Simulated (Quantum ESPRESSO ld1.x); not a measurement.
Question: The mean radii <r> (bohr) of the occupied orbitals of an atom or ion are listed with their occupations. All-electron calculation, Dirac Kohn-Sham, LDA (Slater exchange, Perdew-Zunger correlation), spin-unpolarised, spherical densities, point nucleus. Program: ld1.x of Quantum ESPRESSO 7.5.

| orbital | occ. | <r> |
|---|---|---|
| 1s1/2 | 2 | 0.03430 |
| 2s1/2 | 2 | 0.1471 |
| 2p1/2 | 2 | 0.1250 |
| 2p3/2 | 4 | 0.1294 |
| 3s1/2 | 2 | 0.3603 |
| 3p1/2 | 1 | 0.3445 |

Name the element and its charge. Open shells, if any, fill j = l - 1/2 first.

Answer: Z = 43, technetium, charge +30: Tc30+ in [Ne] 3s2 3p1. The 1s radius gives Z: for a bare nucleus <r> = (2 gamma + 1)/(2Z) with gamma = sqrt(1 - (Z/c)^2), 0.03371 bohr for Z = 43, and screening makes it slightly larger (0.03430 here). The occupations add up to 13, and the charge is Z minus that.
